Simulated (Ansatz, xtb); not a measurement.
**Two isomers of C3H10BNSi2**

Structure I is `CB(C#C[SiH3])N[SiH3]`, a singlet and structure II is `BN[Si@@H]1C=CC[SiH2]1`, a singlet. Both are isolated molecules in the gas phase, relaxed with PBE-D3(BJ)/def2-SVP, each in the lowest conformer that the search found.

Question: Estimate which is lower in electronic energy at CCSD(T)/def2-SVP + ΔMP2/def2-TZVPP, and by roughly how much.

Answer: The CCSD(T)/def2-SVP + ΔMP2/def2-TZVPP calculation puts structure II lower, by 0.290 eV.

How the difference moves with the method:

| level | geometry | E(II) − E(I) (eV) | departure from the last row (eV) | job, with rough time for the two |
| --- | --- | --- | --- | --- |
| PBE-D3(BJ)/def2-SVP | PBE-D3(BJ)/def2-SVP | −0.609 | −0.318 | optimisation, 68 s |
| HF/def2-SVP | PBE-D3(BJ)/def2-SVP | −0.045 | +0.245 | part of the CCSD(T) run |
| MP2/def2-SVP | PBE-D3(BJ)/def2-SVP | −0.141 | +0.149 | part of the CCSD(T) run |
| CCSD(T)/def2-SVP | PBE-D3(BJ)/def2-SVP | −0.243 | +0.047 | single point |
| CCSD(T)/def2-SVP + ΔMP2/def2-TZVPP | PBE-D3(BJ)/def2-SVP | −0.290 |  | single point, 1.7 min |

As drawn, II has 1 C–Si, 1 C=C, 1 C–C, 1 Si–Si, 2 B–H, 1 C–H in place of 2 C–B, 1 C≡C, 3 Si–H. Structure I has no ring, II a 5-membered ring.

None of the levels shown reverses the order. The largest departure from CCSD(T)/def2-SVP + ΔMP2/def2-TZVPP is that of PBE-D3(BJ)/def2-SVP, 0.318 eV. Levels run at GFN2-xTB geometries aren't shown. The last row adds to CCSD(T) the change of the MP2 difference between the two basis sets, here −0.047 eV.

With thermal terms from frequencies at re-optimised GFN2-xTB minima (ideal gas, soft modes damped towards free rotors, one conformer each, 298.15 K, 1 atm): the zero-point term adds +0.198 eV; ΔH is −0.155 and ΔG +0.026 eV. The free energy reverses the electronic order.

The correlated steps freeze 15 core orbitals. Mirror images aren't counted in ΔG. Codes used: Ansatz 0.2.0, xtb 6.7.1; the last row on 4 threads of Arm Neoverse V1 on a shared host.
